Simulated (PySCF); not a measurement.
C2H5O2 (SMILES CC(O)=[OH+]), charge +1, singlet, at a GFN2-xTB geometry; PySCF with B3LYP/6-31G*.

PySCF was given this input:
```python
from pyscf import gto, scf, dft

mol = gto.Mole()
mol.atom = '''
    C    -0.05075687    0.03312616   -0.00106988
    O     0.11377432    1.30478316   -0.05777828
    O    -1.23877575   -0.41055690    0.02708311
    H    -1.95695509    0.25637179    0.00329567
    C     1.04903561   -0.93384435    0.03298616
    H     2.03083415   -0.46821058    0.00540150
    H     0.96274621   -1.55815232    0.92681972
    H     0.94995395   -1.63357894   -0.80169884
    H     1.02375979    1.65406907   -0.07975445
'''
mol.basis = '6-31g*'
mol.charge = 1
mol.verbose = 4
mol.build()

mf = dft.RKS(mol)
mf.xc = 'b3lyp'
mf.kernel()
mf.analyze()
```

Predict the main parts of the log of this PySCF run.


```
PySCF version 2.14.0

[INPUT] verbose = 4
[INPUT] num. atoms = 9
[INPUT] num. electrons = 32
[INPUT] charge = 1
[INPUT] spin (= nelec alpha-beta = 2S) = 0
[INPUT] symmetry False subgroup None
[INPUT] Mole.unit = angstrom
[INPUT] Symbol           X                Y                Z      unit          X                Y                Z       unit  Magmom
[INPUT]  1 C     -0.050756870000   0.033126160000  -0.001069880000 AA   -0.095916583240   0.062599369959  -0.002021780186 Bohr   0.0
[INPUT]  2 O      0.113774320000   1.304783160000  -0.057778280000 AA    0.215002304809   2.465682824345  -0.109185125148 Bohr   0.0
[INPUT]  3 O     -1.238775750000  -0.410556900000   0.027083110000 AA   -2.340946897253  -0.775840099550   0.051179660501 Bohr   0.0
[INPUT]  4 H     -1.956955090000   0.256371790000   0.003295670000 AA   -3.698109158174   0.484472469165   0.006227913697 Bohr   0.0
[INPUT]  5 C      1.049035610000  -0.933844350000   0.032986160000 AA    1.982389997816  -1.764710064472   0.062334808301 Bohr   0.0
[INPUT]  6 H      2.030834150000  -0.468210580000   0.005401500000 AA    3.837720347914  -0.884789764824   0.010207355662 Bohr   0.0
[INPUT]  7 H      0.962746210000  -1.558152320000   0.926819720000 AA    1.819326664363  -2.944481145156   1.751435437646 Bohr   0.0
[INPUT]  8 H      0.949953950000  -1.633578940000  -0.801698840000 AA    1.795152796449  -3.087016799457  -1.514991241982 Bohr   0.0
[INPUT]  9 H      1.023759790000   1.654069070000  -0.079754450000 AA    1.934625620442   3.125737533414  -0.150714067715 Bohr   0.0

nuclear repulsion = 131.027429317806
number of shells = 34
number of NR pGTOs = 128
number of NR cGTOs = 66
basis = 6-31g*
ecp = {}

******** <class 'pyscf.dft.rks.RKS'> ********
method = RKS
initial guess = minao
damping factor = 0
level_shift factor = 0
DIIS = <class 'pyscf.scf.diis.CDIIS'>
diis_start_cycle = 1
diis_space = 8
diis_damp = 0
SCF conv_tol = 1e-09
SCF conv_tol_grad = None
SCF max_cycles = 50
direct_scf = True
direct_scf_tol = 1e-13
XC library pyscf.dft.libxc version 7.1.2
    S. Lehtola, C. Steigemann, M. J. T. Oliveira, and M. A. L. Marques,  SoftwareX 7, 1–5 (2018)
XC functionals = b3lyp
    P. J. Stephens, F. J. Devlin, C. F. Chabalowski, and M. J. Frisch,  J. Phys. Chem. 98, 11623 (1994)
radial grids:
    Treutler-Ahlrichs [JCP 102, 346 (1995); DOI:10.1063/1.469408] (M4) radial grids

becke partition: Becke, JCP 88, 2547 (1988); DOI:10.1063/1.454033
pruning grids: <function nwchem_prune>
grids dens level: 3
symmetrized grids: False
atomic radii adjust function: <function treutler_atomic_radii_adjust>
small_rho_cutoff = 0
Set gradient conv threshold to 3.16228e-05
Initial guess from minao.
tot grids = 105440
init E= -230.260617675895
  HOMO = -0.432097134126339  LUMO = -0.0757811442251342  gap/eV = 9.69585
cycle= 1 E= -229.270937708014  delta_E= 0.99  |g|= 0.788  |ddm|= 2.69
  HOMO = -0.532844465231035  LUMO = -0.292841141562986  gap/eV = 6.53082
cycle= 2 E= -229.114899879787  delta_E= 0.156  |g|= 1.23  |ddm|= 1.18
  HOMO = -0.607581656545116  LUMO = -0.272599474955044  gap/eV = 9.11533
cycle= 3 E= -229.38802776458  delta_E= -0.273  |g|= 0.0909  |ddm|= 0.74
  HOMO = -0.610771344234547  LUMO = -0.274677275763203  gap/eV = 9.14559
cycle= 4 E= -229.389673464856  delta_E= -0.00165  |g|= 0.0374  |ddm|= 0.0959
  HOMO = -0.610787083068671  LUMO = -0.273303434046779  gap/eV = 9.18340
cycle= 5 E= -229.389968616184  delta_E= -0.000295  |g|= 0.0111  |ddm|= 0.0298
  HOMO = -0.610141731884958  LUMO = -0.27265339010171  gap/eV = 9.18353
cycle= 6 E= -229.389988413632  delta_E= -1.98e-05  |g|= 0.00469  |ddm|= 0.0103
  HOMO = -0.610235260878621  LUMO = -0.272549187350172  gap/eV = 9.18891
cycle= 7 E= -229.389992633009  delta_E= -4.22e-06  |g|= 0.000497  |ddm|= 0.00312
  HOMO = -0.610327649618  LUMO = -0.27264078861647  gap/eV = 9.18893
cycle= 8 E= -229.389992680692  delta_E= -4.77e-08  |g|= 0.000129  |ddm|= 0.000482
  HOMO = -0.610308857851289  LUMO = -0.272611812140019  gap/eV = 9.18920
cycle= 9 E= -229.389992684624  delta_E= -3.93e-09  |g|= 2.59e-05  |ddm|= 0.000132
  HOMO = -0.610313023416921  LUMO = -0.27261655096953  gap/eV = 9.18919
cycle= 10 E= -229.389992684785  delta_E= -1.61e-10  |g|= 2.03e-06  |ddm|= 2.84e-05
  HOMO = -0.610312858276119  LUMO = -0.272616482249902  gap/eV = 9.18919
Extra cycle  E= -229.389992684786  delta_E= -6.82e-13  |g|= 1.96e-06  |ddm|= 3.69e-06
converged SCF energy = -229.389992684786
**** SCF Summaries ****
Total Energy =                        -229.389992684785625
Nuclear Repulsion Energy =             131.027429317805513
One-electron Energy =                 -563.287876070535731
Two-electron Energy =                  202.870454067944564
Two-electron Coulomb Energy =          232.504210339073580
DFT Exchange-Correlation Energy =      -29.633756271129016
HOMO-LUMO gap [eV] =                     9.189186445604477
**** MO energy ****
MO #1   energy= -19.4692800401076  occ= 2
MO #2   energy= -19.4655043389819  occ= 2
MO #3   energy= -10.6152413457782  occ= 2
MO #4   energy= -10.4104464005824  occ= 2
MO #5   energy= -1.41364162438151  occ= 2
MO #6   energy= -1.3316520956811   occ= 2
MO #7   energy= -1.01457661297555  occ= 2
MO #8   energy= -0.920233702365639 occ= 2
MO #9   energy= -0.873235488887175 occ= 2
MO #10  energy= -0.751249630914926 occ= 2
MO #11  energy= -0.740187567159304 occ= 2
MO #12  energy= -0.666875176483996 occ= 2
MO #13  energy= -0.642608911835802 occ= 2
MO #14  energy= -0.621438123517215 occ= 2
MO #15  energy= -0.620099406730342 occ= 2
MO #16  energy= -0.610312858276119 occ= 2
MO #17  energy= -0.272616482249902 occ= 0
MO #18  energy= -0.164398193954928 occ= 0
MO #19  energy= -0.138111651624485 occ= 0
MO #20  energy= -0.0662516017935859 occ= 0
MO #21  energy= -0.0503232618250062 occ= 0
MO #22  energy= -0.0238798715897861 occ= 0
MO #23  energy= 0.00299592258413295 occ= 0
MO #24  energy= 0.0726660263220245 occ= 0
 ** Mulliken pop on meta-lowdin orthogonal AOs  **
 ** Mulliken pop  **
 ** Mulliken atomic charges  **
charge of    0C =      0.59526
charge of    1O =     -0.30504
charge of    2O =     -0.28044
charge of    3H =      0.39644
charge of    4C =     -0.34584
charge of    5H =      0.15652
charge of    6H =      0.19113
charge of    7H =      0.19113
charge of    8H =      0.40083

WARN: System has nonzero charge 1; the dipole moment is origin-dependent.
Location of origin: [0. 0. 0.]

Dipole moment(X, Y, Z, Debye):  1.06163,  1.02060, -0.05239
```
